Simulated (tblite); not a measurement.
C5H9ClO.
Z-matrix (Å and degrees, GFN2-xTB geometry), rows numbered from 1:
```
C 
O   1  1.4097
C   2  1.3475  1  117.66
C   3  1.3299  2  128.62  1     2.47
C   4  1.4849  3  122.48  2  -179.27
C   5  1.5176  4  113.13  3  -135.43
Cl  5  1.8191  4  108.18  3   104.86
H   1  1.0883  2  106.07  3   177.95
H   1  1.0940  2  111.12  3    58.93
H   1  1.0944  2  111.18  3   -63.03
H   3  1.0825  2  109.84  1  -178.55
H   4  1.0788  3  121.99  2    -1.97
H   5  1.0919  4  111.09  3    -9.62
H   6  1.0868  5  110.56  4  -177.05
H   6  1.0873  5  110.49  4   -56.72
H   6  1.0883  5  109.26  4    63.08
```

Calculated harmonic vibrations of the isolated species, GFN2-xTB (tblite), most abundant isotopes, no scaling. The method is semi-empirical: single wavenumbers can be off by several per cent or more. One conformer, not necessarily the lowest.

Harmonic wavenumbers (cm⁻¹): 57.5, 81.8, 158.9, 216.0, 219.6, 264.5, 292.0, 335.8, 384.7, 448.9, 590.3, 647.3, 742.0, 946.4, 975.2, 979.1, 1033.4, 1085.5, 1121.4, 1136.5, 1156.2, 1189.0, 1201.9, 1244.3, 1288.1, 1325.0, 1398.5, 1401.4, 1464.9, 1477.9, 1480.7, 1486.8, 1703.7, 2939.6, 2952.7, 2954.5, 3027.0, 3033.1, 3042.7, 3047.5, 3062.9, 3102.9.

A = 4072, B = 977.6, C = 887.3 MHz; mass 120.034 u (most abundant isotopes); point group C1, symmetry number 1.

Q: Zero-point energy?

A: Half the sum of the wavenumbers: 28349 cm⁻¹ = 339.13 kJ/mol.

Q: What is S at 273.15 K and 1 bar for an ideal gas of classical rigid rotors and harmonic oscillators?

A: Translation 166.75, rotation 119.82, vibration 87.93: S = 374.5 J/(mol K).

Q: And Cp and H(273.15 K) − H(0)?

A: Cp = 126.43 J/(mol K), of which vibrations give 93.17 (their classical limit is 42 R = 349.2); H(273.15 K) − H(0) = 22.15 kJ/mol without the zero-point energy, 13.07 from vibrations.

Q: Blend soft modes into free rotors: weight 1/[1 + (100 cm⁻¹/ν̃)⁴] for the oscillator and the rest for a rotor with moment μB/(μ + B), μ = h/(8π²ν), B = 10⁻⁴⁴ kg m². What vibrational entropy results?

A: 82.01 J/(mol K) in place of 87.93, which changes −T·S at 273.15 K by +1.62 kJ/mol.

Q: How do the functions run with temperature in this model?

A: 
| T (K) | S (J/(mol K)) | Cp (J/(mol K)) | H − H(0) (kJ/mol) | G − H(0) (kJ/mol) | ln q(vib) |
| --- | --- | --- | --- | --- | --- |
| 150 | 311.2 | 88.5 | 8.92 | -37.76 | 2.21 |
| 250 | 363.6 | 119.2 | 19.31 | -71.60 | 4.33 |
| 298.15 | 385.9 | 134.4 | 25.41 | -89.65 | 5.35 |
| 400 | 430.0 | 166.8 | 40.76 | -131.23 | 7.46 |
| 600 | 508.2 | 219.7 | 79.70 | -225.21 | 11.53 |
| 900 | 608.0 | 272.0 | 154.09 | -393.12 | 17.30 |

q(vib) and H(0) count from the zero-point level.

Q: What must be added to the electronic energy to get the Gibbs energy at 273.15 K and 1 bar?

A: ZPE + [H(273.15 K) − H(0)] − T·S = 339.13 + 22.15 − 102.29 = 258.99 kJ/mol.

Q: Which modes carry the vibrational entropy at 273.15 K?

A: 57.5 cm⁻¹: 18.28; 81.8 cm⁻¹: 15.38; 158.9 cm⁻¹: 10.03; 216.0 cm⁻¹: 7.68; 219.6 cm⁻¹: 7.55; 264.5 cm⁻¹: 6.20 J/(mol K); the other 36 give 22.81 together.

Hindered rotation and anharmonicity are outside this model. Other conformers, if any are populated, would add a mixing term that is left out. The structure is chiral; the term R ln 2 for an equal mix with its mirror image is left out.
